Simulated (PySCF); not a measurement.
Point-charge models of `Cc1cpcnc1C` against its computed dipole.

Coordinates (GFN2-xTB, Å) and charges (e) from the PBE0/pcSseg-1 density (PySCF):

```tsv
atom	x	y	z	Mulliken	IAO	Hirshfeld	ESP-fitted
C1	-1.422	1.237	0.182	-0.1174	-0.4238	-0.1128	-0.5295
C2	-0.039	0.677	0.046	-0.3011	-0.0030	+0.0065	-0.2219
C3	1.044	1.534	0.031	-0.2991	-0.3578	-0.1006	+0.0388
P4	2.709	1.062	-0.115	+0.4072	+0.3208	+0.0715	-0.2602
C5	2.449	-0.659	-0.213	-0.1821	-0.2338	-0.0466	+0.2934
N6	1.313	-1.308	-0.180	-0.3943	-0.2633	-0.1483	-0.7125
C7	0.137	-0.713	-0.061	+0.0129	+0.1492	+0.0761	+0.7745
C8	-1.039	-1.638	-0.043	-0.1649	-0.4360	-0.1218	-0.5653
H9	-1.909	0.840	1.072	+0.1362	+0.1540	+0.0489	+0.1684
H10	-1.394	2.322	0.256	+0.1203	+0.1496	+0.0491	+0.1668
H11	-2.031	0.963	-0.679	+0.1363	+0.1540	+0.0490	+0.1702
H12	0.851	2.599	0.119	+0.1198	+0.1583	+0.0456	+0.1433
H13	3.324	-1.294	-0.313	+0.1263	+0.1609	+0.0413	+0.0901
H14	-1.593	-1.538	0.890	+0.1312	+0.1506	+0.0476	+0.1431
H15	-0.687	-2.661	-0.140	+0.1376	+0.1699	+0.0469	+0.1585
H16	-1.720	-1.415	-0.863	+0.1310	+0.1505	+0.0476	+0.1424
```

Question: What dipole does each set of charges give (1 e·Å = 4.803 D), and what does the density give?

Answer: The full density gives (-2.36, 0.91, 0.23) D, 2.54 D in size; dipole vectors point from the negative to the positive end.

| scheme | μx | μy | μz | size (D) | share of the full size (%) | angle to the full dipole (°) |
| --- | --- | --- | --- | --- | --- | --- |
| Mulliken | -2.56 | 2.12 | 0.33 | 3.33 | 131 | 18 |
| IAO | -0.51 | 1.46 | 0.14 | 1.55 | 61 | 49 |
| Hirshfeld | -0.95 | 0.76 | 0.12 | 1.22 | 48 | 17 |
| ESP-fitted | -2.33 | 0.94 | 0.22 | 2.53 | 99 | 1 |

Question: Which set comes closest?

Answer: Length of the difference vector: ESP-fitted 0.04 D, Mulliken 1.22 D, Hirshfeld 1.42 D, IAO 1.93 D. Closest: ESP-fitted. The schemes that divide the density aren't constrained to reproduce the dipole.

Question: What is left for the Hirshfeld atoms' own dipoles?

Answer: The Hirshfeld atoms' densities add up to the full density, so μ = Σ q r + Σ (atomic dipoles). The atomic dipoles sum to (-2.36, 0.91, 0.23) − (-0.95, 0.76, 0.12) = (-1.41, 0.15, 0.11) D, 1.42 D in size.

Question: With the origin at the mean of the coordinates, (0.000, 0.001, -0.001) Å, which are the largest single terms, by size, of the Hirshfeld dipole along the direction of the full one?

Answer: N6 +1.21, C1 -0.96, P4 -0.74, H13 -0.71, C5 +0.57 D; all 16 atoms together +1.17 D. The single terms depend on the origin, their sum doesn't.

Question: Give the size of the full dipole in other units.

Answer: 2.54 D = 1.001 au = 0.530 e·Å = 8.49 × 10⁻³⁰ C·m.

Geometry: GFN2-xTB; no solvent, vibrations or thermal averaging.
